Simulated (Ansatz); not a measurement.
Total energies of the cluster Si₂Au (the lowest doublet isomer of a short search) from Ansatz at PBE-D4/def2-TZVP, gas phase (1 Eh = 27.2114 eV = 2625.5 kJ/mol). The reference geometry is relaxed at PBE-D4/def2-TZVP.

```csv
atom,x (Å),y (Å),z (Å)
Au1,-0.4796,-1.3325,0.1240
Si2,-0.0897,0.8814,0.9759
Si3,0.5693,0.4511,-1.0998
```

```json
{"state": "charge 0 doublet", "geometry": "reference", "energy (Eh)": "-714.45263"}
{"state": "charge 1 triplet", "geometry": "reference", "energy (Eh)": "-714.18153"}
{"state": "charge 0 quartet", "geometry": "relaxed at PBE-D4/def2-TZVP", "energy (Eh)": "-714.40379"}
{"state": "free Au atom (doublet)", "geometry": "–", "energy (Eh)": "-135.74600"}
{"state": "free Si atom (triplet)", "geometry": "–", "energy (Eh)": "-289.22285"}
```

In the def2 sets Au takes a core potential; there is no spin–orbit coupling.

Question: Work out the vertical ionisation energy to the triplet.

Answer: E(charge 1 triplet) − E(charge 0 doublet) = -714.18153 − (-714.45263) = 0.27110 Eh = 7.38 eV. For comparison, −ε of the highest occupied level of the spin that leaves is 4.76 eV at this level, 2.62 eV less.

Question: Which of the charge 0 states is lowest, and how far above it are the others?

Answer: The doublet. quartet: -714.40379 − (-714.45263) = 0.04884 Eh = 128.2 kJ/mol.

Question: What is the binding energy per atom against free atoms?

Answer: Atoms: 1 × (-135.74600) + 2 × (-289.22285) = -714.19170 Eh. Binding: -714.19170 − (-714.45263) = 0.26093 Eh = 7.10 eV, or 2.37 eV for each of 3 atoms (no zero-point energy, no counterpoise term).

The structure comes from a short search, and lower isomers may exist.
